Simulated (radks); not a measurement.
Task: The mean radii <r> (bohr) of the occupied orbitals of an atom or ion are listed with their occupations. Method: scalar-relativistic Kohn-Sham, r2SCAN, spin-polarised, spherical densities, finite nucleus; meta-GGA in the generalised Kohn-Sham scheme; Fermi nuclear charge, rms radius of each element as measured or else 0.836 A^(1/3) + 0.57 fm; computed with a radial shooting solver on a logarithmic mesh with Libxc functionals.

orbital  occ.      <r>
1s down     1  0.02151
1s up       1  0.02151
2s up       1  0.09149
2s down     1  0.09149
2p up       3  0.08091
2p down     3  0.08091
3s up       1   0.2388
3s down     1   0.2387
3p up       3   0.2376
3p down     3   0.2375
3d up       5   0.2163
3d down     5   0.2162
4s up       1   0.5275
4s down     1   0.5279
4p up       3   0.5519
4p down     3   0.5524
4d up       5   0.5789
4d down     5   0.5795
4f up       2   0.6017

Name the element and its charge. Open shells, if any, are filled with parallel spins first.

Result: Z = 65, terbium, charge +17: Tb17+ in [Kr] 4d10 4f2. The 1s radius gives Z: for a bare nucleus <r> = (2 gamma + 1)/(2Z) with gamma = sqrt(1 - (Z/c)^2), 0.02124 bohr for Z = 65, and screening makes it slightly larger (0.02151 here). The occupations add up to 48, and the charge is Z minus that.
